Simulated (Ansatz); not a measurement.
## Energy profile

The step: SiNH₅ ([NH2][SiH3]) + NH₃ + HF → SiNH₄F ([NH2][SiH2][F]) + NH₃ + H₂; bonds formed: Si1–F7, H2–H8, H6–N9; bonds broken: Si1–H2, H6–F7, H8–N9 (atoms numbered as in the saddle structure below).

```
atom    x (Å)    y (Å)    z (Å)
 Si1  -0.2220   0.1792   0.9769
  H2   0.9083  -0.3068  -0.0405
  H3  -1.2339  -0.8574   0.5298
  H4  -1.0558   1.0792   1.8521
  N5   0.8726  -0.2264   2.2532
  H6  -0.5190   0.7258  -1.5345
  F7  -0.5394   1.4248  -0.3164
  H8   0.3998  -0.5677  -1.4721
  N9  -0.2350  -0.1151  -2.1783
 H10   0.6744  -0.0003   3.2137
 H11   1.7006  -0.7841   2.1318
 H12   0.2694   0.1634  -3.0115
 H13  -1.0200  -0.7144  -2.4043
```

Electronic energies by CCSD(T) at an estimated basis limit (MP2 extrapolated from triple and quadruple zeta, plus CCSD(T) − MP2 in triple zeta), on PBE0-D4/def2-TZVP structures; SiN₂H₉F, closed shell; no counterpoise correction. Computed with Ansatz 0.2.0 (basis: def2-TZVPP and def2-QZVPP); correlated methods freeze the cores. Extrapolation: Hartree–Fock as exp(−7.88 √X), correlation as X^−2.97.

Task: Give the profile in kcal/mol, counted from the separated reactants. (To be estimated.)

Result: The calculation gives:
| point | kcal/mol |
| --- | --- |
| separated: SiNH₅ (linked as [NH2][SiH3]; Si1, H2, H3, H4, N5, H10, H11; singlet) + HF (H6, F7; singlet) + NH₃ (H8, N9, H12, H13; singlet) | 0.00 |
| start structure | -14.42 |
| saddle | 6.56 |
| end structure | -38.76 |
| separated: SiNH₄F (linked as [NH2][SiH2][F]; Si1, H3, H4, N5, F7, H10, H11; singlet) + H₂ (H2, H8; singlet) + NH₃ (H6, N9, H12, H13; singlet) | -33.01 |

T1 diagnostic: at most 0.011. The start structure is not quite a true minimum (one mode of 25i cm⁻¹).

For scale, one of the runs: CCSD(T)/def2-TZVPP, 261 basis functions, launched by `ansatz run in.yaml --threads 8 --pin off --events-out ev --progress --plain --max-ram 19148MiB`. The run took 78 s on 8 CPU threads of an Arm Neoverse V2 (shared host), with 6.4 GiB of host memory at its peak.
